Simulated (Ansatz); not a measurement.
A nudged elastic band was laid between two geometries of CH9BN2 (13 atoms, charge 0, multiplicity 1).

Method: Ansatz 0.2.0, RKS PBE0/6-31G*.

| Item | Value |
| --- | --- |
| movable images | 5 |
| climbing image | yes |
| spring | 5.0 eV/Å² |
| optimiser | quadratic models (default) |
| start path | through a guess of the saddle point |
| force threshold | 0.2 eV/Å |
| iteration limit | 60 |
| end points | relaxed |

Image 0:

```xyz
13
Properties=species:S:1:pos:R:3
B -0.153 0.303 0.463
N 0.246 -0.353 1.751
H -0.419 -1.036 2.091
H 1.154 -0.799 1.728
H 0.702 0.320 -0.409
H -1.267 0.014 0.052
N -0.329 1.935 0.835
H -0.706 2.429 0.028
C 0.915 2.560 1.306
H 1.278 1.947 2.133
H 1.643 2.528 0.493
H 0.763 3.593 1.632
H -1.031 1.978 1.573
```

Image 6:

```xyz
13
Properties=species:S:1:pos:R:3
B -0.089 0.597 0.413
N -0.414 -0.317 1.810
H -0.490 -1.317 1.629
H 0.318 -0.166 2.501
H 0.987 0.148 0.054
H -1.019 0.300 -0.316
N -0.091 2.014 0.871
H -0.803 2.582 0.432
C 1.152 2.743 0.981
H 1.891 2.133 1.515
H 1.612 3.015 0.013
H 1.027 3.671 1.557
H -1.286 0.016 2.217
```

Problem. Which bonds break or form, and what moves?

Solution. Bonds broken: N7–H13. Bonds formed: N2–H13.

Problem. What energy profile does the band end with?

Solution. It converged. The highest image is number 3 of 0 to 6, 0.76 eV above the first end and 0.62 eV above the last; the last end lies 0.14 eV above the first. The threshold of 0.2 eV/Å is loose, so the images may lie well off the minimum-energy path. Another band between the same ends (5 images) ends at a top of the same energy, where a vibrational analysis finds 1 clearly imaginary mode. The orbitals stay closed-shell, which can raise the energy where a bond breaks towards radicals; this wasn't checked here.

| image | path coordinate (Å) | energy (eV) | N7–H13 (Å) | N2–H13 (Å) |
| --- | --- | --- | --- | --- |
| 0 | 0.00 | 0.00 | 1.02 | 2.66 |
| 1 | 0.94 | 0.04 | 1.02 | 2.42 |
| 2 | 1.87 | 0.08 | 1.02 | 2.20 |
| 3 | 2.81 | 0.76 | 1.33 | 1.29 |
| 4 | 3.56 | 0.22 | 2.11 | 1.02 |
| 5 | 4.30 | 0.16 | 2.45 | 1.02 |
| 6 | 5.05 | 0.14 | 2.69 | 1.02 |

Problem. What is the geometry of the highest image?

Solution. 
```xyz
13
Properties=species:S:1:pos:R:3
B -0.052 0.398 0.360
N -0.239 -0.331 1.781
H -1.071 -0.897 1.903
H 0.566 -0.825 2.152
H 1.043 0.200 -0.115
H -0.994 0.173 -0.366
N -0.158 1.849 1.034
H -0.992 2.359 0.761
C 1.010 2.722 1.039
H 1.863 2.177 1.453
H 1.285 3.048 0.028
H 0.839 3.610 1.659
H -0.306 0.937 1.988
```

The run took 3.5 min on 1 thread of Arm Neoverse V2, with other jobs on the host, peak memory 0.15 GiB.
